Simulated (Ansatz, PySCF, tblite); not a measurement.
Potential energy curve for GaH, singlet.

Levels: RKS-B3LYP/6-31G* = restricted B3LYP/6-31G*, spherical d in PySCF; GFN2-xTB, 300 K electronic temperature (tblite); UKS-B3LYP/6-31G* = unrestricted B3LYP/6-31G*, spherical d (PySCF); FCI = Ansatz (a program for electronic structure) with full CI/cc-pVTZ, cores with 3d frozen.

Energies relative to the lowest point of each curve near equilibrium, in eV; the last columns give the difference from FCI:

```csv
R / Å,RKS-B3LYP/6-31G*,GFN2-xTB,UKS-B3LYP/6-31G*,FCI,RKS-B3LYP/6-31G* − FCI,GFN2-xTB − FCI,UKS-B3LYP/6-31G* − FCI
1.27,1.569,1.882,1.569,1.545,0.024,0.338,0.024
1.34,0.980,1.235,0.980,0.954,0.026,0.282,0.026
1.44,0.438,0.667,0.438,0.414,0.025,0.253,0.025
1.50,0.238,0.450,0.238,0.217,0.021,0.233,0.021
1.57,0.091,0.271,0.091,0.077,0.014,0.194,0.014
1.64,0.017,0.150,0.017,0.011,0.005,0.139,0.005
1.68,0.000,0.100,0.000,0.000,0.000,0.100,0.000
1.75,0.006,0.041,0.006,0.016,-0.010,0.025,-0.010
1.79,0.027,0.021,0.027,0.042,-0.015,-0.021,-0.015
1.82,0.048,0.010,0.048,0.068,-0.019,-0.057,-0.019
1.92,0.154,0.000,0.154,0.185,-0.031,-0.185,-0.031
2.09,0.412,0.077,0.412,0.457,-0.045,-0.379,-0.045
2.27,0.738,0.270,0.738,0.787,-0.049,-0.517,-0.049
2.54,1.251,0.683,1.251,1.287,-0.036,-0.604,-0.036
2.73,1.599,1.021,1.599,1.612,-0.012,-0.590,-0.012
3.00,2.053,1.526,2.024,2.010,0.043,-0.484,0.014
3.37,2.583,2.207,2.391,2.419,0.164,-0.212,-0.028
3.65,2.915,—,2.565,2.625,0.289,—,-0.060
4.19,3.409,—,2.764,2.833,0.576,—,-0.069
4.60,3.681,—,2.844,2.894,0.787,—,-0.050
5.04,3.896,—,2.890,2.920,0.975,—,-0.030
5.91,4.153,—,2.917,2.934,1.219,—,-0.017
6.68,4.269,—,2.920,2.936,1.333,—,-0.015
```

RKS-B3LYP/6-31G* is furthest from FCI at 6.68 (1.333 eV, above); its mean absolute difference over the points is 0.249 eV.

GFN2-xTB is furthest from FCI at 2.54 (-0.604 eV, below); its mean absolute difference over the points is 0.271 eV.

UKS-B3LYP/6-31G* is furthest from FCI at 4.19 (-0.069 eV, below); its mean absolute difference over the points is 0.027 eV.

Dashes: no converged value, or the column stops at the first point that the program doubted or that broke a chosen test of continuity, which isn't proof of a fault.

The restricted form behind RKS-B3LYP/6-31G* keeps the bonding electrons paired and can't separate into open-shell fragments. The unrestricted determinant behind UKS-B3LYP/6-31G* is spin-contaminated at 3.00 to 6.68 Å (<S²> up to 1.0, against 0.00 for a pure singlet).
